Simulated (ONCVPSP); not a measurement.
## W (Z = 74): one change to an ONCV potential, before and after

W, optimised norm-conserving Vanderbilt (ONCV), made with ONCVPSP 4.0.1 (PBE, fully relativistic). Core [Kr] 4d10 4f14, reference 5s2 5p6 5d4 6s2. Waves: 5s+6s: rc 1.50 bohr, ncon 4, nbas 7, qcut 7.8 1/bohr, 2 projectors; 5p: rc 1.20 bohr, ncon 4, nbas 7, qcut 6.1 1/bohr, 2 projectors, debl 3 Ha; 5d: rc 1.90 bohr, ncon 4, nbas 8, qcut 4.6 1/bohr, 1 projector. Local part: polynomial inside 0.95 bohr (lpopt 1, dvloc0 1 Ha). Core correction: polynomial model core, fcfact 0.2.

Open shells are filled in proportion to 2j + 1.

Change: core correction polynomial model core, fcfact 0.4.

Cutoffs: the cutoffs (Ha) at which the residual kinetic energy of the hardest occupied pseudo-wave falls to 1 and 0.1 mHa per electron; they do not see the model core or the augmentation charge, which bear on the density cutoff. Errors are all-electron minus pseudo energies relative to the spin-unpolarised reference configuration.

Task: Predict the effect on cutoff, ghosts and configuration errors.

Result: The potential gets neither clearly harder nor softer (91 Ha and 107 Ha → 91 Ha and 107 Ha); the errors of the 4 common tests hardly move; neither file shows a bound ghost. A model core, the more so a compact one, raises the density cutoff, which this test does not measure.

| quantity | base | changed |
| --- | --- | --- |
| cutoff, loose | 91 Ha | 91 Ha |
| cutoff, tight | 107 Ha | 107 Ha |
| bound ghosts | none | none |
| GHOST(+) flags under 300 eV | s at 110.1 eV | s at 110.1 eV |
| error for 5s2 5p6 5d4 6s1, meV [ΔE 8.89 eV] | -0.3 | -0.3 |
| error for 5s2 5p6 5d4 6s0, meV [ΔE 24.57 eV] | -2.7 | -3.0 |
| error for 5s2 5p6 5d3 6s0, meV [ΔE 49.94 eV] | -15 | -16 |
| error for 5s2 5p6 5d4 6s1 6p1, meV [ΔE 4.46 eV] | -0.1 | -0.1 |
| s: phases at 1.52 bohr within 0.05 rad from the reference energy up to (Ha; the scan ends near 5) | 3.3 | 3.3 |
| p3/2: phases at 1.22 bohr within 0.05 rad from the reference energy up to (Ha; the scan ends near 5) | to the end of the scan | to the end of the scan |
| p1/2: phases at 1.22 bohr within 0.05 rad from the reference energy up to (Ha; the scan ends near 5) | to the end of the scan | to the end of the scan |
| d5/2: phases at 1.93 bohr within 0.05 rad from the reference energy up to (Ha; the scan ends near 5) | 2.9 | 2.9 |
| d3/2: phases at 1.93 bohr within 0.05 rad from the reference energy up to (Ha; the scan ends near 5) | 3.6 | 3.6 |
| rms error of d²Exc/dni dnj with the model core, mHa | 2.95 | 2.56 |
